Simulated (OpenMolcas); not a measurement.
An atom or ion with 39 electrons was computed by MS-CASPT2, IPEA 0.25 Eh, imaginary shift 0.1 Eh with spin-orbit coupling (OpenMolcas, ANO-RCC-VQZP, DKH2). The lowest levels that the run gave, each within 12 % of the measured value where one is at hand:

```json
{"J": "3/2", "Parity": "even", "E (cm-1)": "0.0", "g": "0.403"}
{"J": "5/2", "Parity": "even", "E (cm-1)": "336", "g": "1.029"}
{"J": "7/2", "Parity": "even", "E (cm-1)": "816", "g": "1.238"}
{"J": "9/2", "Parity": "even", "E (cm-1)": "1411", "g": "1.334"}
{"J": "3/2", "Parity": "even", "E (cm-1)": "2620", "g": "0.420"}
{"J": "5/2", "Parity": "even", "E (cm-1)": "2960", "g": "1.032"}
{"J": "7/2", "Parity": "even", "E (cm-1)": "3380", "g": "1.238"}
{"J": "9/2", "Parity": "even", "E (cm-1)": "3860", "g": "1.332"}
{"J": "3/2", "Parity": "even", "E (cm-1)": "4190", "g": "0.808"}
{"J": "5/2", "Parity": "even", "E (cm-1)": "4440", "g": "1.164"}
{"J": "5/2", "Parity": "even", "E (cm-1)": "5550", "g": "0.895"}
{"J": "1/2", "Parity": "even", "E (cm-1)": "5780", "g": "0.680"}
```

Q: Which ion is it, and what are the configurations and terms?

A: Zr+ (Z = 40, charge +1; active space 3 electrons in 11 orbitals (4d 5s 5d)). J, parity and g give the terms where levels are pure, and mixed ones are named by the computed weights; the size of the splittings, set against known spectra of the 39-electron sequence, gives the charge. In order, with the measured energies in cm-1 (NIST Handbook of Basic Atomic Spectroscopic Data): 4d2 5s 4F 3/2, 4d2 5s 4F 5/2 (315), 4d2 5s 4F 7/2 (763), 4d2 5s 4F 9/2 (1323), 4d3 4F 3/2 (2572), 4d3 4F 5/2 (2895), 4d3 4F 7/2 (3300), 4d3 4F 9/2 (3758), 4d2 5s 2D 3/2(1), 4d2 5s 2D 5/2(1), 4d2 5s 2F 5/2 (5753), 4d3 2P 1/2.

Term energies are means over components that CASPT2 splits; among the terms shown or strongly mixed into the levels shown the widest spread is 1100 cm-1 (4d3 4F). Terms from blocks run as CI alone lack orbitals of their own. Active for correlation alone: 5d; no level in the range computed is led by a configuration that fills it, so any true level of that kind is missing. The CASPT2 spread within a term exceeds the gap to the next term for 4d3 4F and 4d2 5s 2D(1), 4d2 5s 2F and 4d3 2P, so the order of their levels is uncertain, and so are names and mixing where such terms share a J. Computed and measured levels are paired by configuration, term and J; levels that our copy of the source lacks, or whose pairing is in doubt (as where it misses far off the trend of its configuration), stay unpaired and out of the deviations. Only configurations of the active space appear.

A number in round brackets counts repeated terms of one configuration in the order of the reference energies.
